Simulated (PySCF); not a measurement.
## Worked example: oscillator strength and radiative lifetime

B(F)(NCO)2 (C₂BFN₂O₂), SMILES FB(N=C=O)N=C=O.

Geometry: PBE0-D3(BJ)/def2-SVP. The values are those of a single conformer.

PySCF with TDDFT-PBE0/def2-SVPD puts the first singlet state with f over 0.02 at 6.60 eV (vertical), with the transition dipole (0.000, 1.200, 0.000) in atomic units.

Q: Find the oscillator strength, the wavelength and the radiative lifetime that this transition would have in vacuum if emission retraced absorption.

A: 
|μ|² = 1.4400 au, so |μ| = 3.05 D. ΔE = 6.60/27.211 = 0.2425 hartree. f = (2/3) ΔE |μ|² = 0.233 (the program prints 0.233).
λ = 1239.84/6.60 = 188 nm; ν = 53233 cm⁻¹.
Einstein's coefficient A = 0.6670 ν² f s⁻¹ (ν in cm⁻¹) = 4.4e8 s⁻¹, so τ = 1/A = 2.3 ns. This state is S3; the lower singlets have f = 0.000, 0.000. The figure is the radiative limit of this one transition; relaxation, internal conversion, crossing to triplets and a medium change what is measured.
